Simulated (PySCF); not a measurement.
1-chloronaphthalene, C₁₀H₇Cl.
Atom-mapped SMILES: `[Cl:1][c:2]1[cH:3][cH:4][cH:5][c:6]2[cH:7][cH:8][cH:9][cH:10][c:11]12` (hydrogens: H12 on C3; H13 on C4; H14 on C5; H15 on C7; H16 on C8; H17 on C9; H18 on C10)

Computed geometry: GFN2-xTB, gas phase.

Entries marked ? are missing.

```
coordinate    value
    Cl1–C2  1.732 Å
     C2–C3  1.368 Å
     C3–C4        ?
     C4–C5  1.366 Å
     C5–C6  1.410 Å
     C6–C7  1.411 Å
     C7–C8  1.366 Å
     C8–C9  1.403 Å
    C9–C10  1.367 Å
   C10–C11  1.410 Å
    C2–C11        ?
    C6–C11        ?
    C3–H12  1.079 Å
    C4–H13  1.079 Å
    C5–H14  1.080 Å
    C7–H15  1.081 Å
    C8–H16  1.080 Å
    C9–H17  1.080 Å
   C10–H18  1.079 Å
 Cl1–C2–C3   118.7°
Cl1–C2–C11   119.5°
 C3–C2–C11   121.7°
  C2–C3–C4   119.9°
  C3–C4–C5   120.4°
  C4–C5–C6   120.7°
  C5–C6–C7        ?
 C5–C6–C11   119.6°
 C7–C6–C11   118.7°
  C6–C7–C8        ?
  C7–C8–C9   120.2°
 C8–C9–C10   120.5°
C9–C10–C11   120.7°
C2–C11–C10   123.4°
 C2–C11–C6        ?
C6–C11–C10   119.0°
```

Question: Fill in the missing values.

Answer: 
- C3–C4 = 1.402 Å, aromatic (both ends aromatic CH carbon); 0.06 Å below the sum of covalent radii, 1.46 Å.
- C2–C11 = 1.415 Å, aromatic (aromatic C–Cl carbon to ring-fusion aromatic carbon); 0.05 Å below the sum of covalent radii, 1.46 Å.
- C6–C11 = 1.422 Å, aromatic (both ends ring-fusion aromatic carbon); 0.04 Å below the sum of covalent radii, 1.46 Å.
- C5–C6–C7 = 121.7°, at the ring-fusion aromatic carbon; the outer atoms are 2.464 Å apart.
- C6–C7–C8 = 121.0°, at the aromatic CH carbon, inside a 6-membered ring; the outer atoms are 2.417 Å apart.
- C2–C11–C6 = 117.7°, at the ring-fusion aromatic carbon, inside a 6-membered ring; the outer atoms are 2.427 Å apart.

Radii are Cordero's, carbon taken as 0.76, 0.73 or 0.69 Å for four, three, and two or fewer neighbours.

Whether it is a minimum is left open (no frequencies).
